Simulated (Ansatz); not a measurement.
`OCB(F)[SiH2]Cl`. The species carries charge 0 and has multiplicity 1.

```xyz
11

O     1.5508   -0.5113   -0.9389
C     0.1953   -0.7621   -1.2572
B    -0.8472   -0.3697   -0.1571
F    -2.1163   -0.7053   -0.3475
Si   -0.3217    0.6695    1.5230
Cl    0.8216    2.2726    0.8447
H     1.6547    0.4248   -0.7413
H    -0.0990   -0.3050   -2.2186
H     0.1071   -1.8432   -1.4310
H     0.5223   -0.1175    2.4564
H    -1.4677    1.2473    2.2675
```

(1) What are the harmonic wavenumbers in cm⁻¹ at PBE0-D4/def2-TZVP (Ansatz, finite differences of forces, unscaled)? (An estimate is asked.)

(2) Is this a minimum?

(3) Give the ideal-gas thermochemistry at 298.15 K and 1 bar (rigid rotor, harmonic oscillator; point group C1, symmetry number 1).

(4) And at 400, 500, 600, 800 and 1000 K?

(5) Rotational constants (cm⁻¹)?

## Answers

(1) The calculation gave: 42, 93, 114, 141, 268, 346, 375, 421, 497, 529, 538, 670, 763, 821, 934, 1038, 1128, 1170, 1262, 1363, 1396, 1430, 2232, 2243, 2962, 3044, 3825.

(2) Yes, all 27 modes are real.

(3) Zero-point energy 177.3 kJ/mol; H(298) − E = 201.7 kJ/mol; entropy 383.2 J/(mol·K), of which translation 169.2, rotation 119.9, vibration 94.1; G(298) − E = 87.4 kJ/mol. Modes under 100 cm⁻¹ are hindered rotations or soft bends, so the harmonic entropy is rough.

(4) 
| T (K) | H − E (kJ/mol) | S (J/mol/K) | G − E (kJ/mol) |
| --- | --- | --- | --- |
| 400 | 215.4 | 422.8 | 46.3 |
| 500 | 230.9 | 457.2 | 2.3 |
| 600 | 247.8 | 488.0 | -45.0 |
| 800 | 285.2 | 541.6 | -148.1 |
| 1000 | 325.9 | 587.0 | -261.1 |

(5) 0.08995, 0.0507, 0.03666.
